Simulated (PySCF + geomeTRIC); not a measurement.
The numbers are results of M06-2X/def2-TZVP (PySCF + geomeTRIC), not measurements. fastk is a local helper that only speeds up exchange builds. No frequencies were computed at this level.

```python
import json, numpy as np
from pyscf import gto, dft
from fastk import lowrank_exchange
atoms = """
O     -1.091135    -1.228854    -0.005300
In     0.301811     0.123928    -0.012263
O     -0.191559     1.988606     0.147306
O      2.084209    -0.578447    -0.188213
H     -1.976425    -0.889091     0.114761
H     -1.139842     2.117141     0.193050
H      2.012940    -1.533283    -0.249341
"""
def scf(charge, spin, dm0=None):
    mol = gto.M(atom=atoms, basis='def2-tzvp', ecp={'In': 'def2-tzvp'}, charge=charge, spin=spin, verbose=3, max_memory=5040)
    mf = dft.KS(mol, xc='m062x').density_fit(auxbasis="def2-universal-jkfit")
    mf.grids.level = 4
    mf.conv_tol = 1e-8
    mf.max_cycle = 60
    mf.kernel(dm0)
    if not mf.converged:
        mf = mf.newton().run(mf.mo_coeff, mf.mo_occ).undo_soscf()
    return mf
mf = scf(0, 0)
from pyscf.geomopt.geometric_solver import kernel as optimize
path = []
done, mol = optimize(mf, maxsteps=80, assert_convergence=False, callback=lambda env: path.append((env["energy"], bool(env["g_scanner"].converged))))
res = dict(converged=bool(done and path[-1][1]), energy=path[-1][0], path=[e for e, c in path], xyz=mol.atom_coords(unit="Angstrom").tolist(), nao=mol.nao)
json.dump(res, open("result.json", "w"))
```

Output:

```
converged SCF energy = -417.602123635019
Geometry optimization cycle 1
converged SCF energy = -417.602123634148
cycle 1: E = -417.602123634  dE = -417.602  norm(grad) = 0.0353463
Geometry optimization cycle 2
converged SCF energy = -417.60496136205
cycle 2: E = -417.604961362  dE = -0.00283773  norm(grad) = 0.019073
Geometry optimization cycle 3
converged SCF energy = -417.605854122243
cycle 3: E = -417.605854122  dE = -0.00089276  norm(grad) = 0.00451597
Geometry optimization cycle 4
converged SCF energy = -417.605953924946
cycle 4: E = -417.605953925  dE = -9.98027e-05  norm(grad) = 0.00174035
Geometry optimization cycle 5
converged SCF energy = -417.606023420918
cycle 5: E = -417.606023421  dE = -6.9496e-05  norm(grad) = 0.0020033
Geometry optimization cycle 6
converged SCF energy = -417.60606226271
cycle 6: E = -417.606062263  dE = -3.88418e-05  norm(grad) = 0.00150423
Geometry optimization cycle 7
converged SCF energy = -417.606076001553
cycle 7: E = -417.606076002  dE = -1.37388e-05  norm(grad) = 0.000779087
Geometry optimization cycle 8
converged SCF energy = -417.6060823727
cycle 8: E = -417.606082373  dE = -6.37115e-06  norm(grad) = 0.000390943
Geometry optimization cycle 9
converged SCF energy = -417.606083938935
cycle 9: E = -417.606083939  dE = -1.56624e-06  norm(grad) = 0.000246928
Geometry optimization cycle 10
converged SCF energy = -417.606084304629
cycle 10: E = -417.606084305  dE = -3.65694e-07  norm(grad) = 0.000115306
Geometry optimization cycle 11
converged SCF energy = -417.606084474196
cycle 11: E = -417.606084474  dE = -1.69567e-07  norm(grad) = 8.4998e-05
<class 'geometric.internal.Distance'> : 6
<class 'geometric.internal.Angle'> : 5
<class 'geometric.internal.OutOfPlane'> : 1
<class 'geometric.internal.Dihedral'> : 6
<class 'geometric.internal.TranslationX'> : 1
<class 'geometric.internal.TranslationY'> : 1
<class 'geometric.internal.TranslationZ'> : 1
<class 'geometric.internal.RotationA'> : 1
<class 'geometric.internal.RotationB'> : 1
<class 'geometric.internal.RotationC'> : 1
Step    0 : Gradient = 1.336e-02/2.019e-02 (rms/max) Energy = -417.6021236341
Step    1 : Displace = 9.457e-02/1.297e-01 (rms/max) Trust = 1.000e-01 (=) Grad = 7.209e-03/1.173e-02 (rms/max) E (change) = -417.6049613620 (-2.838e-03) Quality = 0.516
Step    2 : Displace = 2.152e-02/3.140e-02 (rms/max) Trust = 1.000e-01 (=) Grad = 1.707e-03/2.422e-03 (rms/max) E (change) = -417.6058541222 (-8.928e-04) Quality = 1.200
Step    3 : Displace = 1.276e-02/1.694e-02 (rms/max) Trust = 1.414e-01 (+) Grad = 6.578e-04/1.260e-03 (rms/max) E (change) = -417.6059539249 (-9.980e-05) Quality = 1.397
Step    4 : Displace = 1.861e-02/2.397e-02 (rms/max) Trust = 2.000e-01 (+) Grad = 7.572e-04/1.180e-03 (rms/max) E (change) = -417.6060234209 (-6.950e-05) Quality = 1.407
Step    5 : Displace = 1.737e-02/2.446e-02 (rms/max) Trust = 2.828e-01 (+) Grad = 5.685e-04/9.889e-04 (rms/max) E (change) = -417.6060622627 (-3.884e-05) Quality = 1.272
Step    6 : Displace = 8.946e-03/1.377e-02 (rms/max) Trust = 3.000e-01 (+) Grad = 2.945e-04/4.486e-04 (rms/max) E (change) = -417.6060760016 (-1.374e-05) Quality = 1.316
Step    7 : Displace = 7.282e-03/1.134e-02 (rms/max) Trust = 3.000e-01 (=) Grad = 1.478e-04/2.282e-04 (rms/max) E (change) = -417.6060823727 (-6.371e-06) Quality = 1.175
Step    8 : Displace = 3.746e-03/6.935e-03 (rms/max) Trust = 3.000e-01 (=) Grad = 9.333e-05/1.465e-04 (rms/max) E (change) = -417.6060839389 (-1.566e-06) Quality = 1.081
Step    9 : Displace = 1.309e-03/2.583e-03 (rms/max) Trust = 3.000e-01 (=) Grad = 4.358e-05/8.399e-05 (rms/max) E (change) = -417.6060843046 (-3.657e-07) Quality = 1.045
Step   10 : Displace = 5.814e-04/1.021e-03 (rms/max) Trust = 3.000e-01 (=) Grad = 3.213e-05/4.900e-05 (rms/max) E (change) = -417.6060844742 (-1.696e-07) Quality = 1.024
Converged! =D
```

Cost: about 7 core-minutes (a rough figure).
